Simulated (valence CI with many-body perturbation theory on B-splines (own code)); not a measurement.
**Sensitivity of CI+MBPT for Ti⁷⁺**

Calculated by valence CI with perturbative core correlation (CI+MBPT): five valence electrons over a frozen Dirac-Fock core [Ne], a basis of 6 s, 6 p, 5 d, 3 f, 1 g functions for each j, with the one-electron correlation potential Σ1 (screened to all orders), the two-electron term Σ2, the three-electron term Σ3, Breit, model QED; selected single and double excitations, second order for the rest, scaled by the run's own slope (own B-spline code, finite nucleus).

No measured levels were compared; by estimate levels hold to about 100 cm⁻¹ or 0.05 % of their energy and the worst to 300 or 400 cm⁻¹, as in measured light ions of charge 2 to 7. Among the levels kept, up to 1200 cm⁻¹ of a level comes from second order outside the variational space, and about a tenth of that is noise between levels of different J, which matters for small intervals.

The reference run has the lowest level 3s²3p³ ⁴S°_3/2 and an ionisation energy of 168.598 eV. Its largest variational space holds 10000 state functions.

Names give the largest LS component (configuration and term), which can be under half, so a name can repeat, a term be missing and a line seem to break the LS rules; names also repeat where a configuration has a term twice.

Changed runs:
A. natural orbitals for correlation on → off; scale of Σ1 1 → 0
B. scale of Σ2 1 → 0.8
C. scale of Σ1 1 → 0; scale of Σ2 1 → 0; three-electron term on → off
D. box radius (bohr) 10.536 → 1.89 (bad on purpose)

Excitation energies of the reference run in cm⁻¹, and shifts in cm⁻¹:

| Level | Reference | A | B | C |
| --- | --- | --- | --- | --- |
| 3s²3p³ ²D°_3/2 | 32603 | +1973 | +63 | +422 |
| 3s²3p³ ²D°_5/2 | 33665 | +1948 | +61 | +388 |
| 3s²3p³ ²P°_1/2 | 54726 | +2163 | +90 | +618 |
| 3s²3p³ ²P°_3/2 | 56160 | +2109 | +86 | +566 |
| 3s3p⁴ ⁴P_5/2 | 194428 | -59 | -67 | -254 |
| 3s3p⁴ ⁴P_3/2 | 198051 | -106 | -72 | -312 |
| 3s3p⁴ ⁴P_1/2 | 199910 | -120 | -73 | -334 |
| 3s3p⁴ ²D_3/2 | 241231 | +1302 | +54 | +365 |
| 3s3p⁴ ²D_5/2 | 241688 | +1293 | +54 | +355 |
| 3s²3p²3d ²P_3/2 | 278285 | +1583 | +201 | +1161 |
| 3s²3p²3d ²P_1/2 | 281412 | +1714 | +210 | +1181 |
| 3s3p⁴ ²S_1/2 | 290915 | +2819 | +210 | +1293 |
| Ionisation energy (eV) | 168.598 | -0.675 | +0.028 | -0.176 |

Run D: It gave no result. The program said: "need at least one array to concatenate".
